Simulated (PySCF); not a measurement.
**Peak assignment**

Atoms are numbered as in `[CH:1]#[C:2]/[CH:3]=[C:4](/[CH3:5])[SiH:6]([CH3:7])[CH3:8]`. Each H is labelled by its parent atom.

- GIAO PBE0/pcSseg-1 shieldings
- geometry: GFN2-xTB
- code: PySCF
- isolated molecule, averaged over atoms made equivalent by symmetry, fast rotation or ring inversion, one computed conformer, relativity neglected

Chemical shifts δ = σref − σ; 13C (186.93 ppm), 1H (31.72 ppm) vs TMS, all at this level.

Question: Assign these signals to the numbered atoms. 13C{1H} NMR (computed): δ 166.1, 125.6, 91.5, 88.0, 30.4, -4.7.

Answer: 
| δ (ppm) | atoms | environment | reason |
| --- | --- | --- | --- |
| 166.1 | C4 | fully substituted alkene carbon | – |
| 125.6 | C3 | alkene CH | as expected for a trigonal carbon in a double bond |
| 91.5 | C1 | terminal alkyne carbon | the triple bond shields along its axis, which puts it between sp3 and sp2 carbons |
| 88.0 | C2 | alkyne carbon | the triple bond shields along its axis, which puts it between sp3 and sp2 carbons |
| 30.4 | C5 | allylic methyl carbon | saturated and bonded to C and H only |
| -4.7 | C7/C8 | methyl carbon bonded to Si | an electropositive neighbour leaves it electron-rich and shielded |

Question: Assign these signals to the numbered atoms. 1H NMR (400 MHz, computed): δ 6.34 (d, 1H), 4.43 (sept, 1H), 2.83 (d, 1H), 2.09 (s, 3H), 0.39 (d, 6H).

Answer: 
| δ (ppm) | atoms | environment | reason |
| --- | --- | --- | --- |
| 6.34 | H(C3) | hydrogen on an alkene CH | olefinic region |
| 4.43 | H(Si6) | hydrogen on a silicon bonded to 3 C | – |
| 2.83 | H(C1) | hydrogen on a terminal alkyne carbon | it lies on the axis of the triple bond, in its shielding cone |
| 2.09 | H(C5) | hydrogen on an allylic methyl carbon | allylic position |
| 0.39 | H(C7)/H(C8) | hydrogen on a methyl carbon bonded to Si | an electropositive neighbour shields it, as in TMS itself |

Shifts are as computed. Against solution values, carbons near 30 ppm lie about +3 ppm off and those near 130 ppm about +5 ppm. Of 1309 compounds with measured shifts, 239 miss one by over three times the rms of a fit or turn the order of signals round; such compounds aren't used in these exercises. No couplings were computed; multiplicities are counted from neighbouring protons, with m where these are inequivalent, close in shift, in a saturated or five-membered ring or joined by F or P, and br s for small geminal =CH2 splittings.
